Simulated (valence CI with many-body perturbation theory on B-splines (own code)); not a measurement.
# E1 transitions of Se3+

Computed by configuration interaction combined with many-body perturbation theory (CI+MBPT): three valence electrons over a frozen Dirac-Fock core [Ar] 3d10, radial functions for each j: 11 s, 11 p, 10 d, 8 f, 5 g, 2 h, with the one-electron correlation potential Σ1, the two-electron term Σ2, the three-electron term Σ3, Breit, model QED; selected CI, second order for the rest, scaled by the run's own slope (own B-spline code, finite nucleus).

Against 16 measured levels this calculation errs by 170 cm⁻¹ on average and by 676 at most. These come from a selection out of Moore, Atomic Energy Levels, vol. II, NSRDS-NBS 35 (1971 reprint of NBS Circular 467, 1952), an old analysis. Levels without a partner in it may be off by more.

Lines 1 to 50 of 586 in falling wavelength, among levels below 38.513 eV, chosen from the strongest by gf and those to the six lowest levels. Wavelengths and rates use the calculated energies, so an error of 200 cm⁻¹ moves a line at 12490 Å by 2.5 % and its rate by three times that or more. Electric multipoles are in the length gauge, E1 and E2 with the static RPA response of the core. Weak lines are less certain than strong ones. Lines between different terms over intervals too small for the method are left out, as are lines whose strength nearly cancels. Where a level lies close to another of its J and parity, the split of strength between their lines is uncertain. The highest levels of a list are the least certain.

Names give the largest LS component (configuration and term), which can be under half, so a name can repeat, a term be missing and a line seem to break the LS rules; names also repeat where a configuration has a term twice. Letters in brackets count levels of one name in rising energy.

| λ vac (Å) | λ from measured levels | Upper | Lower | A (s⁻¹) | S (a.u.) with core polarisation | S without |
| --- | --- | --- | --- | --- | --- | --- |
| 23240 |  | 4s.4p.5p 2D_3/2 | 4s.4p.4d 2F°_5/2 [b] | 8.10e+04 | 2.01e+00 | 2.00e+00 |
| 21390 |  | 4s2.8p 2P°_1/2 | 4s2.8s 2S_1/2 | 1.20e+07 | 1.16e+02 | 1.16e+02 |
| 20690 |  | 4s2.8p 2P°_3/2 | 4s2.8s 2S_1/2 | 1.32e+07 | 2.30e+02 | 2.30e+02 |
| 18800 |  | 4s.4p.4d 2P°_1/2 [b] | 4s2.7s 2S_1/2 | 1.17e+06 | 7.65e+00 | 7.66e+00 |
| 17750 |  | 4s.4p.4d 2F°_7/2 [b] | 4s2.6d 2D_5/2 | 5.04e+06 | 1.11e+02 | 1.11e+02 |
| 17530 |  | 4s2.8p 2P°_1/2 | 4s2.7d 2D_3/2 | 2.60e+07 | 1.38e+02 | 1.38e+02 |
| 17360 |  | 4s2.8p 2P°_3/2 | 4s2.7d 2D_5/2 | 2.38e+07 | 2.46e+02 | 2.45e+02 |
| 17050 |  | 4s2.8p 2P°_3/2 | 4s2.7d 2D_3/2 | 2.75e+06 | 2.69e+01 | 2.69e+01 |
| 16980 |  | 4s.4p.4d 2F°_5/2 [b] | 4s2.6d 2D_5/2 | 3.40e+05 | 4.93e+00 | 4.93e+00 |
| 16840 |  | 4s.4p.4d 2P°_3/2 [b] | 4s2.7s 2S_1/2 | 1.66e+06 | 1.56e+01 | 1.57e+01 |
| 16750 |  | 4s.4p.4d 2F°_5/2 [b] | 4s2.6d 2D_3/2 | 4.87e+06 | 6.77e+01 | 6.77e+01 |
| 14860 |  | 4s.4p.4d 2D°_5/2 [b] | 4s2.6d 2D_3/2 | 8.40e+05 | 8.16e+00 | 8.15e+00 |
| 14780 |  | 4s2.7p 2P°_1/2 | 4s2.7s 2S_1/2 | 1.30e+07 | 4.14e+01 | 4.14e+01 |
| 14750 |  | 4s.4p.5p 2D_5/2 | 4s.4p.4d 2F°_7/2 [b] | 6.76e+05 | 6.42e+00 | 6.40e+00 |
| 14650 |  | 4s2.8d 2D_3/2 | 4s2.8p 2P°_3/2 | 6.17e+06 | 3.84e+01 | 3.84e+01 |
| 14610 |  | 4s.4p.4d 2F°_7/2 [b] | 4s2.5g 2G_9/2 | 3.81e+06 | 4.69e+01 | 4.69e+01 |
| 14610 |  | 4s.4p.4d 2F°_7/2 [b] | 4s2.5g 2G_7/2 | 1.09e+05 | 1.34e+00 | 1.34e+00 |
| 14490 |  | 4s2.8d 2D_5/2 | 4s2.8p 2P°_3/2 | 3.80e+07 | 3.42e+02 | 3.42e+02 |
| 14320 |  | 4s2.8d 2D_3/2 | 4s2.8p 2P°_1/2 | 3.19e+07 | 1.85e+02 | 1.85e+02 |
| 14280 |  | 4s2.5g 2G_7/2 | 4s2.5f 2F°_5/2 | 7.53e+06 | 8.65e+01 | 8.65e+01 |
| 14120 |  | 4s.4p.4d 2P°_1/2 [b] | 4s2.6d 2D_3/2 | 3.23e+06 | 8.97e+00 | 8.97e+00 |
| 14080 |  | 4s2.7p 2P°_3/2 | 4s2.7s 2S_1/2 | 1.47e+07 | 8.09e+01 | 8.10e+01 |
| 14080 |  | 4s.4p.4d 2F°_5/2 [b] | 4s2.5g 2G_7/2 | 3.74e+06 | 3.09e+01 | 3.09e+01 |
| 13840 |  | 4s2.5g 2G_7/2 | 4s2.5f 2F°_7/2 | 3.00e+05 | 3.14e+00 | 3.14e+00 |
| 13840 |  | 4s2.5g 2G_9/2 | 4s2.5f 2F°_7/2 | 8.40e+06 | 1.10e+02 | 1.10e+02 |
| 13120 |  | 4s.4p.4d 2P°_3/2 [b] | 4s2.6d 2D_5/2 | 3.64e+06 | 1.62e+01 | 1.62e+01 |
| 13050 |  | 4s2.7d 2D_3/2 | 4s.4p.5s 2P°_3/2 [b] | 1.47e+06 | 6.45e+00 | 6.45e+00 |
| 12990 |  | 4s.4p.4d 2P°_3/2 [b] | 4s2.6d 2D_3/2 | 4.06e+05 | 1.76e+00 | 1.76e+00 |
| 12960 |  | 4s2.7d 2D_3/2 | 4s.4p.5s 2P°_1/2 [b] | 7.47e+06 | 3.21e+01 | 3.21e+01 |
| 12870 |  | 4s2.7d 2D_5/2 | 4s.4p.5s 2P°_3/2 [b] | 9.14e+06 | 5.77e+01 | 5.77e+01 |
| 12720 |  | 4s.4p.4d 2D°_5/2 [b] | 4s2.5g 2G_7/2 | 5.56e+05 | 3.39e+00 | 3.39e+00 |
| 12490 | 12450 | 4s2.5d 2D_3/2 | 4s2.4f 2F°_5/2 | 6.48e+06 | 2.49e+01 | 2.49e+01 |
| 12290 |  | 4s2.6d 2D_3/2 | 4s2.5f 2F°_5/2 | 1.42e+07 | 5.19e+01 | 5.19e+01 |
| 12250 | 12220 | 4s2.5d 2D_5/2 | 4s2.4f 2F°_5/2 | 3.26e+05 | 1.77e+00 | 1.77e+00 |
| 12210 | 12170 | 4s2.5d 2D_5/2 | 4s2.4f 2F°_7/2 | 6.53e+06 | 3.52e+01 | 3.51e+01 |
| 12180 |  | 4s2.6f 2F°_7/2 | 4s.4p.5p 2D_5/2 | 7.97e+05 | 5.69e+00 | 5.69e+00 |
| 12170 |  | 4s2.6d 2D_5/2 | 4s2.5f 2F°_5/2 | 6.94e+05 | 3.71e+00 | 3.70e+00 |
| 11850 |  | 4s2.6d 2D_5/2 | 4s2.5f 2F°_7/2 | 1.45e+07 | 7.13e+01 | 7.12e+01 |
| 11720 |  | 4s2.7p 2P°_1/2 | 4s2.6d 2D_3/2 | 2.84e+07 | 4.52e+01 | 4.52e+01 |
| 11500 |  | 4s2.8s 2S_1/2 | 4s.4p.5s 2P°_3/2 [b] | 1.62e+07 | 2.43e+01 | 2.43e+01 |
| 11430 |  | 4s2.8s 2S_1/2 | 4s.4p.5s 2P°_1/2 [b] | 8.14e+06 | 1.20e+01 | 1.20e+01 |
| 11380 |  | 4s2.7p 2P°_3/2 | 4s2.6d 2D_5/2 | 2.73e+07 | 7.94e+01 | 7.94e+01 |
| 11280 |  | 4s2.7p 2P°_3/2 | 4s2.6d 2D_3/2 | 3.07e+06 | 8.70e+00 | 8.69e+00 |
| 11090 |  | 4s2.8p 2P°_3/2 | 4s.4p.5p 2S_1/2 | 4.02e+05 | 1.08e+00 | 1.08e+00 |
| 9544 |  | 4s2.6f 2F°_5/2 | 4s.4p.5p 2D_3/2 | 5.44e+05 | 1.40e+00 | 1.40e+00 |
| 9414 |  | 4s.4p.5s 2P°_1/2 [a] | 4s2.6s 2S_1/2 | 1.05e+07 | 8.64e+00 | 8.66e+00 |
| 8882 |  | 4s2.6f 2F°_5/2 | 4s.4p.5p 4S_3/2 | 4.70e+05 | 9.75e-01 | 9.74e-01 |
| 8474 |  | 4s2.7f 2F°_7/2 | 4s2.7d 2D_5/2 | 7.60e+07 | 1.83e+02 | 1.83e+02 |
| 8464 |  | 4s2.7f 2F°_5/2 | 4s2.7d 2D_5/2 | 5.06e+06 | 9.08e+00 | 9.08e+00 |
| 8389 |  | 4s2.7f 2F°_5/2 | 4s2.7d 2D_3/2 | 7.11e+07 | 1.24e+02 | 1.24e+02 |
